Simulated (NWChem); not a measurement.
Species: BaF$_{2}$; SMILES [F][Ba][F]

```xyz
3

Ba     0.0000     0.0000     0.2658
F      1.8591     0.0000    -0.9992
F     -1.8591     0.0000    -0.9992
```
Atoms are numbered in this order, from 1.

Program: NWChem. Geometry: optimised at PBE-D3(BJ)/def2-SVP. def2 effective core potentials on Ba; no spin-orbit coupling. Static field.

| level | isotropic polarisability (bohr³) | anisotropy (bohr³) |
|---|---|---|
| PBE/def2-SVPD | 36.6 | 20.1 |
| B3LYP/def2-SVPD | 33.2 | 16.4 |
| LDA (Slater exchange, VWN5)/def2-SVPD | 36.6 | 20.1 |
| BHandHLYP/def2-SVPD | (withheld) | (withheld) |

**Question.** Complete the blanks.

**Answer.** 
- BHandHLYP/def2-SVPD, isotropic polarisability (bohr³): 29.5
- BHandHLYP/def2-SVPD, anisotropy (bohr³): 12.5
